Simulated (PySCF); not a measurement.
La⁺: excitation energy

La⁺ [Xe] 5d2 (3F) → La⁺ [Xe] 5d1 6s1 (3D), as a difference of total energies. Calculation: PySCF 2.14, in cc-pVDZ-X2C; scalar relativity by spin-free X2C-1e. Correlated levels: valence: [Kr] 4d10 frozen. The calculations carry no spin-orbit coupling.

```csv
method,excitation energy (eV),error (eV)
UHF,0.167,-0.028
MP2 (valence),0.027,-0.168
SCS-MP2 (valence),0.091,-0.104
CCSD (valence),0.114,-0.081
CCSD(T) (valence),0.095,-0.100
```

Reference: 0.195 eV (measured; NIST levels, between the centres of gravity of the two terms).

Errors of the correlated levels include the incompleteness of this basis and the frozen core.

The basis was made for the ground configuration and has no added diffuse functions, so the excitation energy can come out too high.

The coupled-cluster amplitudes are large for the upper state (T1 above 0.03 or a double amplitude above 0.15), so a single reference is strained.
